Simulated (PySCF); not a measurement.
**Xe²⁺ (xenon, charge +2): UHF calculation**

Configuration: [Kr] 4d10 5s1 5p4 6s1, high-spin 5P determinant (an excited configuration). Calculation: PySCF 2.14, in aug-cc-pVTZ-DK3 (8s7p5d2f, 68 functions); scalar relativity by spin-free X2C-1e.

| Property | Result |
| --- | --- |
| Total energy | -7441.016257 hartree |
| One-electron energy | -10142.2297 hartree |
| Hartree (Coulomb) energy | 2886.4860 hartree |
| Exchange energy | -185.2726 hartree |
| ⟨S²⟩ | 6.0032 |
| ⟨L²⟩ | 2.255 |
| Sum of ⟨r⟩ | 34.86 bohr |
| Sum of ⟨r²⟩ | 56.85 bohr² |
| Traceless quadrupole moment −½Σ⟨3z² − r²⟩ along its main axis | -3.60 e·bohr² |
| Langevin diamagnetic susceptibility | -45.0 ×10⁻⁶ cm³/mol |

| shell | electrons | mean orbital energy (eV) | spread (eV) | rms radius, mean of both spins (bohr) |
| --- | --- | --- | --- | --- |
| 1s α | 1 | -34748.4 | 0 | 0.0305 |
| 1s β | 1 | -34747.9 | 0 | 0.0305 |
| 2s α | 1 | -5533.6 | 0 | 0.124 |
| 2s β | 1 | -5533.3 | 0 | 0.124 |
| 2p α | 3 | -4965.4 | 0.113 | 0.111 |
| 2p β | 3 | -4965.2 | 0.074 | 0.111 |
| 3s α | 1 | -1197.8 | 0 | 0.326 |
| 3s β | 1 | -1197.2 | 0 | 0.326 |
| 3p α | 3 | -1009.3 | 0.300 | 0.326 |
| 3p β | 3 | -1008.8 | 0.040 | 0.326 |
| 3d α | 5 | -728.15 | 0.239 | 0.304 |
| 3d β | 5 | -727.93 | 0.140 | 0.304 |
| 4s α | 1 | -257.44 | 0 | 0.762 |
| 4s β | 1 | -255.92 | 0 | 0.762 |
| 4p α | 3 | -194.87 | 0.737 | 0.814 |
| 4p β | 3 | -193.80 | 0.037 | 0.814 |
| 4d α | 5 | -100.34 | 0.756 | 0.938 |
| 4d β | 5 | -99.497 | 0.395 | 0.938 |
| 5s α | 1 | -54.586 | 0 | 1.86 |
| 5p α | 3 | -37.282 | 1.815 | 2.16 |
| 5p β | 1 | -31.394 | 0 | 2.16 |
| 6s α | 1 | -15.431 | 0 | 4.34 |

The outer electron is Rydberg-like, and this basis confines it to a smaller radius and binds it less than a complete one would.

Densities and radii are taken from the X2C orbitals without a picture-change correction, which distorts them close to the nucleus.

Spin-orbit constants ζ (cm⁻¹) from the X2C one-electron operator on these orbitals: bare nucleus, nucleus screened by l(l+1)(2l+1)/3 electrons, and screened by the Breit-Pauli mean field of the electrons.

```csv
shell,bare,screened nucleus,mean field
2p,1726000,1662000,n/a
3p,332200,319900,n/a
3d,50690,41300,n/a
4p,63580,61230,n/a
4d,7496,6108,n/a
5p,8542,8225,n/a
```

To first order the Landé constant is A = -2056 cm⁻¹, so the lowest level has J = 3 and lies 0.510 eV below the centre of the term. This holds in LS coupling only.
